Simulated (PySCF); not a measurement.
# UHF on Li (lithium, neutral)

Configuration: [He] 3d1, 2D determinant (an excited configuration). All numbers are calculated (PySCF 2.14, no relativity, point nucleus, in aug-cc-pCVQZ (9s8p6d4f2g, 109 functions)).

```json
{
 "Total energy": "-7.283072 hartree",
 "One-electron energy": "-9.2192 hartree",
 "Hartree (Coulomb) energy": "3.6507 hartree",
 "Exchange energy": "-1.7146 hartree",
 "Kinetic energy": "7.33180 hartree",
 "⟨S²⟩": "0.7500",
 "⟨L²⟩": "6.000",
 "Sum of ⟨r⟩": "8.896 bohr",
 "Sum of ⟨r²⟩": "65.87 bohr²",
 "Traceless quadrupole moment −½Σ⟨3z² − r²⟩ along its main axis": "18.6 e·bohr²",
 "Density at the nucleus (Gaussians lack the cusp)": "13.4 bohr⁻³",
 "Spin density at the nucleus": "-8.98e-05 bohr⁻³",
 "Langevin diamagnetic susceptibility": "-52.2 ×10⁻⁶ cm³/mol"
}
```

```json
{"shell": "1s β", "electrons": "1", "mean orbital energy (eV)": "-72.114", "rms radius, mean of both spins (bohr)": "0.667"}
{"shell": "1s α", "electrons": "1", "mean orbital energy (eV)": "-72.114", "rms radius, mean of both spins (bohr)": "0.667"}
{"shell": "3d α", "electrons": "1", "mean orbital energy (eV)": "-1.270", "rms radius, mean of both spins (bohr)": "8.06"}
```

The outer electron is Rydberg-like, and this basis confines it to a smaller radius and binds it less than a complete one would.

Spin-orbit constants ζ (cm⁻¹) from the X2C one-electron operator on these orbitals (non-relativistic here): bare nucleus, nucleus screened by l(l+1)(2l+1)/3 electrons, and screened by the Breit-Pauli mean field of the electrons.

```json
{"shell": "3d", "bare": "0.07690", "screened nucleus": "0.02563", "mean field": "0.02174"}
```

To first order the Landé constant is A = 0.02174 cm⁻¹, so the lowest level has J = 3/2 and lies 4.04e-06 eV below the centre of the term.
